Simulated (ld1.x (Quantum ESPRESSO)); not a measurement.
# LDA (PZ) TM dataset for iridium, scalar-relativistic all-electron reference.

Ir (Z = 77), norm-conserving Troullier–Martins (Kleinman–Bylander form), made with ld1.x (Quantum ESPRESSO) 7.5 (LDA (PZ), scalar-relativistic). Core [Kr] 4d10, reference 4f14 5s2 5p6 5d7 6s1.5 6p0.5. Waves: 5s (bound): rc 1.15 bohr; 5p (bound): rc 1.55 bohr; 5d (bound): rc 1.60 bohr; 4f (bound): rc 0.75 bohr. Local part: all-electron potential smoothed inside 0.80 bohr (lloc = -2). Core correction: none.

Occupied shells without a wave of their own: 6p, 6s. They enter only through the test configuration that unscreens the potential.

(1) Is a potential produced?

Answers

(1) No. ld1.x (Quantum ESPRESSO) 7.5 stopped with "run_pseudo: Errors in PS-KS equation": the pseudo-atom solver did not find the valence states with the expected number of nodes, which is the usual sign of a ghost state. Before that it printed "Warning: n=2, l=0 expected 1 nodes, found 2".
